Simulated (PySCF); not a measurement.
## KTl⁺: input and log

State: ²Π (doublet), unpaired electrons π ↑, a second solution, started from another occupation.

An equivalent input (the run itself took its basis sets from the Basis Set Exchange, started from a PBE0 density and held the occupation σ 9α 9β, πx 5α 4β, πy 4α 4β, δx 1α 1β, δy 1α 1β):

```python
from pyscf import gto, dft
mol = gto.M(atom='K 0 0 0; Tl 0 0 4.15', basis={'K': 'def2-SVP', 'Tl': 'def2-SVP'}, ecp={'Tl': 'def2-SVP'},
            charge=1, spin=1, verbose=4, symmetry='C2v')
mf = dft.UKS(mol, xc='PBE0')
mf.grids.atom_grid = (80, 434)
mf.grids.prune = dft.gen_grid.treutler_prune
mf.irrep_nelec = {'A1': (10, 10), 'A2': (1, 1), 'B1': (5, 4), 'B2': (4, 4)}
mf.conv_tol = 1e-9
mf.max_cycle = 60
mf.diis_space = 10
mf.kernel()
```

The log (some set-up lines and the per-cycle HOMO/LUMO lines removed):

```
******** <class 'pyscf.dft.uks_symm.SymAdaptedUKS'> ********
method = SymAdaptedUKS
damping factor = 0
level_shift factor = 0
DIIS = <class 'pyscf.scf.diis.CDIIS'>
diis_start_cycle = 1
diis_space = 10
diis_damp = 0
SCF conv_tol = 1e-09
SCF conv_tol_grad = None
SCF max_cycles = 60
number electrons alpha = 20  beta = 19
Set gradient conv threshold to 3.16228e-05
init E= -771.993102584523
cycle= 1 E= -771.995857861757  delta_E= -0.00276  |g|= 0.00152  |ddm|= 0.0159
cycle= 2 E= -771.995859621437  delta_E= -1.76e-06  |g|= 0.00111  |ddm|= 0.00746
cycle= 3 E= -771.995860568  delta_E= -9.47e-07  |g|= 5.66e-05  |ddm|= 0.00223
cycle= 4 E= -771.995860572462  delta_E= -4.46e-09  |g|= 1.23e-05  |ddm|= 0.000198
cycle= 5 E= -771.995860572829  delta_E= -3.68e-10  |g|= 4.12e-06  |ddm|= 6.48e-05
Extra cycle  E= -771.995860572853  delta_E= -2.39e-11  |g|= 2.2e-06  |ddm|= 1.34e-05
converged SCF energy = -771.995860572853  <S^2> = 0.75194785  2S+1 = 2.0019469
```

Repeating this along the bond gives Re = 4.071 Å and ωe = 27.2 cm⁻¹.

A point of this curve took 0.38 CPU seconds beside 0.15 for the integrals, on AMD EPYC 7R13 (shared host).

Spin–orbit coupling is left out, which matters for elements this heavy, above all for dissociation energies.
